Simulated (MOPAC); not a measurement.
MOPAC input (PM3):

```
PM3 FORCE THERMO(298,298) PRECISE LET UHF MS=0.5 GEO-OK AUX(PRECISION=9) THREADS=1
CH3GeO2

O     2.28000441 1   -0.49906825 1   -0.79265065 1
C     1.76725095 1   -0.26133364 1    0.24561675 1
O     0.68389583 1    0.00685931 1    0.83508239 1
Ge   -0.94504237 1    0.15616837 1   -0.01882644 1
H    -1.94662598 1    0.48234103 1    1.06218547 1
H    -0.93880095 1    1.26376551 1   -1.04222162 1
H    -1.34189824 1   -1.13338013 1   -0.69241259 1
```

From the output:

```
     H    7   2.175473

          HEAT OF FORMATION =     -46.397793 KCALS/MOLE

          ZERO POINT ENERGY      19.825 KCAL/MOL

           NORMAL COORDINATE ANALYSIS (Total motion = 1 Angstrom)

   Root No.       1         2         3         4         5         6         7         8

                 1 A"      1 A'      2 A"      2 A'      3 A"      3 A'      4 A'      5 A'

                  47.0     113.6     262.9     465.1     511.8     569.7     635.9     714.3

           1   -0.0000    0.0659    0.0000   -0.0283    0.0000   -0.0110    0.0150   -0.0180
           2   -0.0000    0.2488   -0.0000   -0.0327   -0.0000   -0.0423   -0.0092   -0.0034
           3    0.0417   -0.0000   -0.1038   -0.0000    0.0050    0.0000   -0.0000   -0.0000
           4    0.0000    0.0681   -0.0000   -0.0285    0.0000   -0.0145    0.0128   -0.0144
           5   -0.0000    0.0214    0.0000    0.0763   -0.0000    0.1547    0.0406   -0.0165
           6   -0.0161    0.0000    0.3028    0.0000   -0.0094   -0.0000    0.0000    0.0000
           7   -0.0000    0.1281    0.0000    0.0299    0.0000    0.0711   -0.0347    0.0291
           8   -0.0000   -0.0350   -0.0000   -0.0203    0.0000    0.0007    0.1262   -0.0591
           9   -0.0408    0.0000   -0.1542    0.0000    0.0392   -0.0000    0.0000    0.0000
          10    0.0000   -0.0496   -0.0000    0.0104   -0.0000   -0.0167    0.0032   -0.0048
          11    0.0000   -0.0495    0.0000   -0.0003    0.0000   -0.0139   -0.0425    0.0071
          12    0.0019   -0.0000    0.0037   -0.0000   -0.0154    0.0000   -0.0000   -0.0000
          13   -0.0000   -0.0995   -0.0000   -0.1010   -0.0000    0.0899   -0.0836   -0.0794
          14    0.0000    0.1300    0.0000    0.3183    0.0000   -0.3208    0.2921    0.3148
          15    0.3122    0.0000    0.0899    0.0000    0.2014   -0.0000    0.0000   -0.0000
          16    0.2597   -0.1096    0.0229   -0.1654   -0.0097    0.1673    0.0051    0.2103
          17    0.0122   -0.1057    0.1589   -0.1838    0.3281    0.0712    0.2132    0.1814
          18   -0.1365    0.0035    0.0639    0.0105    0.1592   -0.0452    0.0892   -0.0384
          19   -0.2597   -0.1096   -0.0229   -0.1654    0.0097    0.1673    0.0051    0.2103
          20   -0.0122   -0.1057   -0.1589   -0.1838   -0.3281    0.0712    0.2132    0.1814
          21   -0.1365   -0.0035    0.0639   -0.0105    0.1592    0.0452   -0.0892    0.0384

   Root No.       9        10        11        12        13        14        15

                 4 A"      6 A'      7 A'      5 A"      8 A'      9 A'     10 A'

                 721.9     733.3    1211.1    1886.9    1894.1    1982.1    2118.0

           1   -0.0000   -0.0104   -0.2108   -0.0000    0.0007    0.0060   -0.2737
           2    0.0000   -0.0044   -0.0203    0.0000    0.0002   -0.0005    0.0026
           3   -0.0006   -0.0000    0.0000   -0.0001   -0.0000    0.0000    0.0000
           4   -0.0000   -0.0087   -0.0660   -0.0000   -0.0010   -0.0068    0.4609
           5    0.0000    0.0023   -0.2009    0.0000   -0.0008    0.0024    0.0618
           6    0.0011   -0.0000   -0.0000    0.0002    0.0000   -0.0000    0.0000
           7    0.0000    0.0271    0.2533   -0.0000   -0.0015   -0.0010   -0.0709
           8   -0.0000   -0.0428    0.1794   -0.0000    0.0004   -0.0043   -0.0434
           9   -0.0061   -0.0000   -0.0000   -0.0016    0.0000   -0.0000   -0.0000
          10    0.0000    0.0040    0.0013    0.0000   -0.0086   -0.0006   -0.0006
          11   -0.0000    0.0044    0.0009   -0.0000    0.0007   -0.0035   -0.0023
          12   -0.0062    0.0000    0.0000   -0.0098   -0.0000    0.0000    0.0000
          13   -0.0000    0.0193    0.0734    0.0000    0.4494    0.3338    0.0668
          14    0.0000   -0.0959   -0.0886    0.0000    0.1420    0.0880    0.0277
          15    0.4210    0.0000   -0.0000   -0.0286    0.0000   -0.0000   -0.0000
          16   -0.2190   -0.2343   -0.0263    0.2268    0.0964   -0.1453   -0.0215
          17   -0.1685    0.2487   -0.0532   -0.1844   -0.0966    0.1074    0.0252
          18    0.0588    0.2314   -0.0458    0.3805    0.2192   -0.2602   -0.0397
          19    0.2190   -0.2343   -0.0263   -0.2268    0.0964   -0.1453   -0.0215
          20    0.1685    0.2487   -0.0532    0.1844   -0.0966    0.1074    0.0252
          21    0.0588   -0.2314    0.0458    0.3805   -0.2192    0.2602    0.0397

           MASS-WEIGHTED COORDINATE ANALYSIS (NORMAL COORDINATES)

   Root No.       1         2         3         4         5         6         7         8

                 1 A"      1 A'      2 A"      2 A'      3 A"      3 A'      4 A'      5 A'

                  47.0     113.6     262.9     465.1     511.8     569.7     635.9     714.3

           1   -0.0000    0.1948    0.0000   -0.1850    0.0000   -0.0560    0.0752   -0.1213
           2   -0.0000    0.7349   -0.0000   -0.2138   -0.0000   -0.2154   -0.0464   -0.0227
           3    0.2905   -0.0000   -0.3164   -0.0000    0.0336    0.0000   -0.0000   -0.0000
           4    0.0000    0.1741   -0.0000   -0.1618    0.0000   -0.0640    0.0559   -0.0846
           5   -0.0000    0.0548    0.0000    0.4322   -0.0000    0.6816    0.1769   -0.0963
           6   -0.0969    0.0000    0.7994    0.0000   -0.0548   -0.0000    0.0000    0.0000
           7   -0.0000    0.3784    0.0000    0.1952    0.0000    0.3617   -0.1743    0.1964
           8   -0.0000   -0.1034   -0.0000   -0.1326    0.0000    0.0035    0.6344   -0.3994
           9   -0.2839    0.0000   -0.4697    0.0000    0.2644   -0.0000    0.0000    0.0000
          10    0.0000   -0.3121   -0.0000    0.1445   -0.0000   -0.1814    0.0347   -0.0691
          11    0.0000   -0.3117    0.0000   -0.0036    0.0000   -0.1509   -0.4548    0.1020
          12    0.0282   -0.0000    0.0243   -0.0000   -0.2212    0.0000   -0.0000   -0.0000
          13   -0.0000   -0.0737   -0.0000   -0.1658   -0.0000    0.1147   -0.1054   -0.1347
          14    0.0000    0.0964    0.0000    0.5224    0.0000   -0.4096    0.3685    0.5337
          15    0.5457    0.0000    0.0688    0.0000    0.3405   -0.0000    0.0000   -0.0000
          16    0.4540   -0.0812    0.0175   -0.2714   -0.0163    0.2136    0.0064    0.3566
          17    0.0214   -0.0783    0.1215   -0.3017    0.5548    0.0909    0.2689    0.3076
          18   -0.2386    0.0026    0.0489    0.0173    0.2693   -0.0577    0.1125   -0.0651
          19   -0.4540   -0.0812   -0.0175   -0.2714    0.0163    0.2136    0.0064    0.3566
          20   -0.0214   -0.0783   -0.1215   -0.3017   -0.5548    0.0909    0.2689    0.3076
          21   -0.2386   -0.0026    0.0489   -0.0173    0.2693    0.0577   -0.1125    0.0651

   Root No.       9        10        11        12        13        14        15

                 4 A"      6 A'      7 A'      5 A"      8 A'      9 A'     10 A'

                 721.9     733.3    1211.1    1886.9    1894.1    1982.1    2118.0

           1   -0.0000   -0.0658   -0.5021   -0.0000    0.0050    0.0423   -0.5531
           2    0.0000   -0.0281   -0.0484    0.0000    0.0013   -0.0038    0.0053
           3   -0.0043   -0.0000    0.0000   -0.0007   -0.0000    0.0000    0.0000
           4   -0.0000   -0.0475   -0.1363   -0.0000   -0.0057   -0.0413    0.8070
           5    0.0000    0.0126   -0.4144    0.0000   -0.0043    0.0146    0.1083
           6    0.0064   -0.0000   -0.0000    0.0011    0.0000   -0.0000    0.0000
           7    0.0000    0.1716    0.6033   -0.0000   -0.0100   -0.0068   -0.1433
           8   -0.0000   -0.2707    0.4272   -0.0000    0.0029   -0.0300   -0.0878
           9   -0.0418   -0.0000   -0.0000   -0.0091    0.0000   -0.0000   -0.0000
          10    0.0000    0.0538    0.0064    0.0000   -0.1213   -0.0089   -0.0027
          11   -0.0000    0.0599    0.0045   -0.0000    0.0099   -0.0529   -0.0100
          12   -0.0898    0.0000    0.0000   -0.1220   -0.0000    0.0000    0.0000
          13   -0.0000    0.0306    0.0439    0.0000    0.7481    0.5880    0.0339
          14    0.0000   -0.1522   -0.0529    0.0000    0.2364    0.1551    0.0140
          15    0.7217   -0.0000   -0.0000   -0.0418    0.0000   -0.0000   -0.0000
          16   -0.3755   -0.3721   -0.0157    0.3314    0.1605   -0.2559   -0.0109
          17   -0.2890    0.3950   -0.0318   -0.2694   -0.1608    0.1891    0.0128
          18    0.1007    0.3676   -0.0274    0.5561    0.3648   -0.4584   -0.0201
          19    0.3755   -0.3721   -0.0157   -0.3314    0.1605   -0.2559   -0.0109
          20    0.2890    0.3950   -0.0318    0.2694   -0.1608    0.1891    0.0128
          21    0.1007   -0.3676    0.0274    0.5561   -0.3648    0.4584    0.0201

          DESCRIPTION OF VIBRATIONS

 VIBRATION          1    1A"         ATOM PAIR     ENERGY CONTRIBUTION    RADIAL
 FREQUENCY            46.97         Ge4 -- H 5         +34.5% (642.4%)      0.0%
 TRANSITION DIPOLE   0.0186         Ge4 -- H 6         +31.4% (612.5%)      0.2%
 TRAVEL (Ang.)       0.0000         Ge4 -- H 7         +31.4% (612.5%)      0.2%
 REDUCED MASS        0.4484         O 3 -- Ge4          +1.2% (117.3%)      0.0%
 EFFECTIVE MASS      9.3959
 FORCE CONSTANT      0.0006

 VIBRATION          2    1A'         ATOM PAIR     ENERGY CONTRIBUTION    RADIAL
 FREQUENCY           113.57         C 2 -- Ge4         +28.4% (313.9%)     73.3%
 TRANSITION DIPOLE   0.5156         C 2 -- O 3         +22.0% (276.1%)      9.4%
 TRAVEL (Ang.)       0.2645         O 3 -- Ge4         +19.8% (262.0%)      7.9%
 REDUCED MASS        8.4854         O 1 -- C 2         +17.5% (246.1%)      0.1%
 EFFECTIVE MASS     80.4443
 FORCE CONSTANT      0.0645

 VIBRATION          3    2A"         ATOM PAIR     ENERGY CONTRIBUTION    RADIAL
 FREQUENCY           262.90         C 2 -- O 3         +39.7% ( 92.2%)      0.0%
 TRANSITION DIPOLE   0.5559         O 1 -- C 2         +26.1% ( 74.7%)      0.0%
 TRAVEL (Ang.)       0.2095         C 2 -- Ge4         +19.5% ( 64.6%)      0.0%
 REDUCED MASS        5.8446         O 3 -- Ge4          +5.4% ( 34.0%)      0.0%
 EFFECTIVE MASS     13.7360
 FORCE CONSTANT      0.2380

 VIBRATION          4    2A'         ATOM PAIR     ENERGY CONTRIBUTION    RADIAL
 FREQUENCY           465.10         C 2 -- O 3         +22.6% ( 76.8%)      0.1%
```
